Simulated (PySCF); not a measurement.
# Working out the ionisation energy of I⁺

I⁺ [Kr] 4d10 5s2 5p4 (3P) → I²⁺ [Kr] 4d10 5s2 5p3 (4S). Calculation: PySCF 2.14, in aug-cc-pVQZ-PP with one added diffuse shell each of s, p, d, f, g type with ECP28MDF (8s8p6d4f3g, 117 functions); scalar relativity through the core potential. Frozen: 4s2 4p6 4d10. Energies in hartree (1 hartree = 27.21139 eV):

| part | I⁺ (lower) | I²⁺ (upper) |
| --- | --- | --- |
| UHF | -294.312028 | -293.662928 |
| MP2 opposite-spin | -0.078500 | -0.053898 |
| MP2 same-spin | -0.020888 | -0.018246 |

Q: What does Hartree-Fock give?

A: (-293.662928) − (-294.312028) = 0.649100 hartree = 17.663 eV.

Q: What do MP2 and SCS-MP2 (6/5 opposite-spin, 1/3 same-spin) give?

A: The opposite-spin parts differ by 0.669 eV and the same-spin parts by 0.072 eV. MP2: 17.663 + (0.669) + (0.072) = 18.404 eV. SCS-MP2: 17.663 + 1.2 × (0.669) + (0.072)/3 = 18.490 eV.

Measured between the centres of the two terms (NIST): 18.750 eV, so MP2 (valence) is off by -0.346 eV.

What remains against the reference includes basis incompleteness, the frozen core and correlation beyond second order.
